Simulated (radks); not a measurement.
Values are calculated unless marked as measured or tabulated.
Sb3+, 48 electrons, occupied as [Kr] 4d7.5 5s2 5p2.5 (fractional occupations, a model configuration).

Level of theory: scalar-relativistic Kohn-Sham, r2SCAN, spin-polarised, spherical densities, finite nucleus; open shells are filled with parallel spins first (spin-orbit coupling, left out, can overturn this in heavy ions); meta-GGA in the generalised Kohn-Sham scheme; Fermi nuclear charge, rms radius 4.6802 fm (a radial shooting solver on a logarithmic mesh with Libxc functionals).

Energy parts (eV):
total: -176242.384
kinetic: 184344.077
electron-nucleus: -423891.626
Hartree: 67896.145
exchange-correlation: -4590.980

Orbitals (lengths in bohr, moments of r in powers of bohr; <r^-3> diverges for s and p1/2):
\begin{tabular}{lrrrrr}
orbital & occ. & eigenvalue (eV) & <r^2> & <r> & <r^-3> \\ \hline
1s up & 1 & -30413.40 & 0.001095 & 0.02843 & - \\
1s down & 1 & -30413.22 & 0.001095 & 0.02843 & - \\
2s up & 1 & -4690.890 & 0.01772 & 0.1226 & - \\
2s down & 1 & -4689.681 & 0.01772 & 0.1226 & - \\
2p up & 3 & -4213.733 & 0.01402 & 0.1071 & 5037 \\
2p down & 3 & -4212.731 & 0.01401 & 0.1071 & 5038 \\
3s up & 1 & -968.7640 & 0.1243 & 0.3297 & - \\
3s down & 1 & -968.4173 & 0.1242 & 0.3297 & - \\
3p up & 3 & -812.2410 & 0.1249 & 0.3281 & 948.3 \\
3p down & 3 & -811.7256 & 0.1249 & 0.3281 & 947.3 \\
3d up & 5 & -574.1337 & 0.1104 & 0.3051 & 130.0 \\
3d down & 5 & -573.1323 & 0.1103 & 0.3051 & 129.9 \\
4s up & 1 & -203.8418 & 0.6888 & 0.7815 & - \\
4s down & 1 & -199.9607 & 0.6894 & 0.7818 & - \\
4p up & 3 & -154.7836 & 0.7931 & 0.8351 & 181.0 \\
4p down & 3 & -150.9086 & 0.7939 & 0.8355 & 180.9 \\
4d up & 5 & -82.2718 & 1.087 & 0.9659 & 19.11 \\
4d down & 2.5 & -78.4268 & 1.087 & 0.9662 & 19.11 \\
5s up & 1 & -47.8308 & 3.982 & 1.888 & - \\
5s down & 1 & -43.8726 & 4.027 & 1.897 & - \\
5p up & 2.5 & -35.7706 & 5.104 & 2.135 & 26.98 \\
5p down & 0 & -31.8880 & 5.125 & 2.140 & 26.84 \\
\end{tabular}

The highest occupied level is 5p up at -35.771 eV. Spin moment in Bohr magnetons: 5. The density falls to 0.001 e/bohr^3 at r = 3.73 bohr.
